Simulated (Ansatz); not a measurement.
Consider the redistribution: `CB(N)F` + `N[SiH2]C=[Se]` → `CB(N)C=[Se]` + `N[SiH2]F`.

Isolated molecules relaxed with PBE0-D4/def2-TZVP in Ansatz; ΔE leaves out vibrations. CCSD(T)/CBS adds triple-zeta CCSD(T) − MP2 to the extrapolated MP2 energy (def2 sets, frozen cores). DFT in def2-TZVPP. For Se outer-core shells are correlated without core-valence functions, which leaves a few kJ/mol of doubt a bond. Scalar relativity is left out up to krypton. Each species was taken in one conformer, which may not be the lowest.

```
        species  PBE energy (Eh)
       `CB(N)F`       -220.51212
`N[SiH2]C=[Se]`      -2786.32203
  `CB(N)C=[Se]`      -2560.49432
     `N[SiH2]F`       -446.34865
```

Task: Work out ΔE.

Result: ΔE = (-2560.49432) + (-446.34865) − (-220.51212) − (-2786.32203) = -0.00882 Eh = -23.2 kJ/mol. CCSD(T)/CBS gives -31.3 kJ/mol.

Largest T1 diagnostic among the species: 0.014.

In def2-TZVPP, CCSD(T) changes the Hartree–Fock value by −4.7 kJ/mol (the triples alone add −0.5 kJ/mol) and MP2 by −8.8 kJ/mol.
